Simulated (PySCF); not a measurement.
C7H7 (SMILES [CH2]c1ccccc1), doublet, geometry from GFN2-xTB; PySCF with DF-B3LYP/cc-pVDZ.

Here is a job for PySCF.
```python
from pyscf import gto, scf, dft

mol = gto.Mole()
mol.atom = '''
    C     2.360691   -0.218245    0.050847
    C     0.988212   -0.091360    0.021285
    C     0.362120    1.181917   -0.094732
    C    -1.003899    1.298308   -0.123319
    C    -1.812996    0.167611   -0.039050
    C    -1.229146   -1.091864    0.075222
    C     0.135024   -1.227878    0.105440
    H     3.001740    0.642389   -0.012948
    H     2.829858   -1.181518    0.138555
    H     0.988874    2.059364   -0.160142
    H    -1.460111    2.274131   -0.211908
    H    -2.887584    0.266956   -0.062196
    H    -1.859809   -1.967206    0.140401
    H     0.587000   -2.205053    0.194085
'''
mol.basis = 'cc-pvdz'
mol.charge = 0
mol.spin = 1
mol.verbose = 5
mol.build()

mf = dft.ROKS(mol)
mf.xc = 'b3lyp'
mf = mf.density_fit(auxbasis='def2-universal-jkfit')
mf.kernel()
mf.analyze()
```

Task: Predict the main parts of the log of this PySCF run.

Result: 
```
PySCF version 2.14.0

[INPUT] verbose = 5
[INPUT] max_memory = 4000
[INPUT] num. atoms = 14
[INPUT] num. electrons = 49
[INPUT] charge = 0
[INPUT] spin (= nelec alpha-beta = 2S) = 1
[INPUT] symmetry False subgroup None
[INPUT] Mole.unit = angstrom
[INPUT] Symbol           X                Y                Z      unit          X                Y                Z       unit  Magmom
[...]
[INPUT] ---------------- BASIS SET ----------------
[INPUT] l, kappa, [nprim/nctr], expnt,             c_1 c_2 ...
[INPUT] C
[...]
                                1000              0.005329 -0.001154
                                228               0.027077 -0.005725
                                64.71             0.101718 -0.023312
                                21.06             0.27474 -0.063955
                                7.495             0.448564 -0.149981
                                2.797             0.285074 -0.127262
                                0.5215            0.015204 0.544529
[...]
                                2.002             0.20948
                                0.5456            0.508557
[...]
[INPUT] H
[...]
                                1.962             0.137977
                                0.4446            0.478148
[...]
nuclear repulsion = 261.776121209922
number of shells = 56
number of NR pGTOs = 231
number of NR cGTOs = 133
basis = cc-pvdz
ecp = {}

******** <class 'pyscf.df.df_jk.DFROKS'> ********
method = DFROKS
initial guess = minao
damping factor = 0
level_shift factor = 0
DIIS = <class 'pyscf.scf.diis.CDIIS'>
diis_start_cycle = 1
diis_space = 8
diis_damp = 0
SCF conv_tol = 1e-09
SCF conv_tol_grad = None
SCF max_cycles = 50
direct_scf = False
num. doubly occ = 24  num. singly occ = 1
XC library pyscf.dft.libxc version 7.1.2
    S. Lehtola, C. Steigemann, M. J. T. Oliveira, and M. A. L. Marques,  SoftwareX 7, 1–5 (2018)
XC functionals = b3lyp
    P. J. Stephens, F. J. Devlin, C. F. Chabalowski, and M. J. Frisch,  J. Phys. Chem. 98, 11623 (1994)
radial grids:
    Treutler-Ahlrichs [JCP 102, 346 (1995); DOI:10.1063/1.469408] (M4) radial grids

becke partition: Becke, JCP 88, 2547 (1988); DOI:10.1063/1.454033
pruning grids: <function nwchem_prune>
grids dens level: 3
symmetrized grids: False
atomic radii adjust function: <function treutler_atomic_radii_adjust>
small_rho_cutoff = 0
Set gradient conv threshold to 3.16228e-05
[...]
converged SCF energy = -270.925780451619
Total Energy =                        -270.925780451619005
[...]
6 C 3py          0.00592   0.05028   0.01890
6 C 3pz          0.00014  -0.00365  -0.00155
6 C 3dxy        -0.38434   0.06608   0.26786
6 C 3dyz        -0.01964   0.03144   0.03062
6 C 3dz^2       -0.09792   0.04108   0.04822
6 C 3dxz         0.03480  -0.00263  -0.02058
6 C 3dx2-y2      0.00149   0.28810   0.23290
7 H 1s          -0.01157  -0.02417  -0.00247
7 H 2s           0.01691   0.07481   0.00294
7 H 2px          0.02890   0.04331   0.01568
7 H 2py          0.08504   0.20473   0.00349
7 H 2pz         -0.00678  -0.01667  -0.00008
8 H 1s           0.01157   0.02417  -0.00247
8 H 2s          -0.01691  -0.07481   0.00294
8 H 2px         -0.01251  -0.00431   0.01476
8 H 2py          0.08887   0.20913  -0.00630
8 H 2pz         -0.00767  -0.01770   0.00073
9 H 1s           0.02381  -0.01418   0.01503
9 H 2s          -0.05543   0.03798  -0.05816
9 H 2px          0.00657   0.13326  -0.07271
9 H 2py         -0.24313   0.08172  -0.11301
9 H 2pz          0.02060  -0.00506   0.00853
10 H 1s         -0.02551   0.01258  -0.01771
10 H 2s          0.05870  -0.03224   0.06720
10 H 2px         0.00069   0.05071  -0.06828
10 H 2py         0.24248  -0.09086   0.13577
10 H 2pz        -0.02045   0.00836  -0.01239
11 H 1s          0.00000  -0.00000   0.01818
11 H 2s         -0.00000   0.00000  -0.06976
11 H 2px        -0.00261   0.00591   0.15499
11 H 2py        -0.02783   0.06278  -0.01433
11 H 2pz         0.00231  -0.00521   0.00334
12 H 1s          0.02551  -0.01258  -0.01771
12 H 2s         -0.05870   0.03223   0.06720
12 H 2px         0.04462  -0.06681  -0.09247
12 H 2py         0.23842  -0.07999  -0.12091
12 H 2pz        -0.01950   0.00583   0.00893
13 H 1s         -0.02381   0.01418   0.01503
13 H 2s          0.05543  -0.03798  -0.05816
13 H 2px        -0.05188  -0.11569  -0.05034
13 H 2py        -0.23773   0.10474   0.12439
13 H 2pz         0.01934  -0.01043  -0.01119
 ** Mulliken pop on meta-lowdin orthogonal AOs  **
 ** Mulliken pop  **
 ** Mulliken atomic charges  **
charge of    0C =     -0.23027
charge of    1C =      0.02198
charge of    2C =     -0.10510
charge of    3C =     -0.10103
charge of    4C =     -0.10615
charge of    5C =     -0.10104
charge of    6C =     -0.10510
charge of    7H =      0.10587
charge of    8H =      0.10587
charge of    9H =      0.10114
charge of   10H =      0.10418
charge of   11H =      0.10433
charge of   12H =      0.10418
charge of   13H =      0.10114
Dipole moment(X, Y, Z, Debye): -0.14489,  0.01339, -0.00314
```
